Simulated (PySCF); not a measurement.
**LaN at RHF-CCSD(T)**

Level: RHF-CCSD(T). La x2c-TZVPall, N x2c-TZVPall; spin-free X2C with a Gaussian nucleus (PySCF 2.14).

* state: singlet, about 0.1 electrons in the 4f shell (Mulliken)
* bond length: 0.1831 nm
* harmonic wavenumber: 834 cm⁻¹
* force constant: 5.21 mdyn/Å
* rotational constant Be: 0.3955 cm⁻¹
* anharmonicity ωexe: 3.23 cm⁻¹
* vibration–rotation constant αe: 0.00214 cm⁻¹

Correlated steps freeze 19 core orbitals. These are scalar-relativistic numbers at best; spin–orbit coupling would shift them, the dissociation energy most.
